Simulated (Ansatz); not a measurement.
Two members of one family ((BeO)n off), computed with Ansatz in the gas phase. HOMO and LUMO are taken over both spins. The structures are stationary points that may keep the symmetry of their start. Remarks come from the PBE and PBE0 runs and from stability tests at other levels; not every state was tested. HOMO above LUMO (over both spins in singlets and doublets, within one spin in higher multiplets; at PBE or PBE0), or a gap under 0.15 eV within one spin, warns that the state may not be the lowest or that an electron is smeared out.

First: Be3O3⁺ (doublet, charge 1, PBE0-D4/def2-SVP geometry).

```xyz
6

Be    0.584    1.212    0.210
Be    0.742   -1.423    0.270
Be   -1.276    0.114   -0.462
O    -0.643   -1.265   -0.231
O    -0.756    1.450   -0.275
O     1.348   -0.090    0.488
```

| level | HOMO (eV) | LUMO (eV) | gap (eV) |
| --- | --- | --- | --- |
| PBE-D4/def2-SVP | -12.79 | -12.75 | 0.04 |
| PBE-D4/def2-TZVP | -12.50 | -12.46 | 0.04 |
| revPBE-D4/def2-TZVP | -12.38 | -12.33 | 0.05 |
| PBE0-D4/def2-TZVP | -13.90 | -11.28 | 2.63 |
| HSE06-D4/def2-TZVP | -13.50 | -11.66 | 1.84 |

Remarks: near-degenerate levels, gap within one spin near zero.

Second: Be4O3⁺ (doublet, charge 1, PBE0-D4/def2-SVP geometry).

| atom | x (Å) | y (Å) | z (Å) |
| --- | --- | --- | --- |
| Be1 | -0.8153 | -0.6988 | -0.5330 |
| Be2 | -1.8426 | 1.9201 | -0.6024 |
| Be3 | 0.5764 | 0.9476 | 0.4556 |
| Be4 | 1.2339 | -1.2853 | 0.4033 |
| O5 | 1.6271 | 0.0711 | 0.8363 |
| O6 | 0.0387 | -1.8071 | -0.2926 |
| O7 | -0.8181 | 0.8524 | -0.2671 |

Task: Estimate the same table for the second.

Result: 
```
              level  HOMO (eV)  LUMO (eV)  gap (eV)
    PBE-D4/def2-SVP     -10.22      -8.26      1.96
   PBE-D4/def2-TZVP     -10.23      -8.16      2.07
revPBE-D4/def2-TZVP     -10.20      -8.13      2.07
  PBE0-D4/def2-TZVP     -11.22      -7.31      3.90
 HSE06-D4/def2-TZVP     -10.82      -7.67      3.15
```
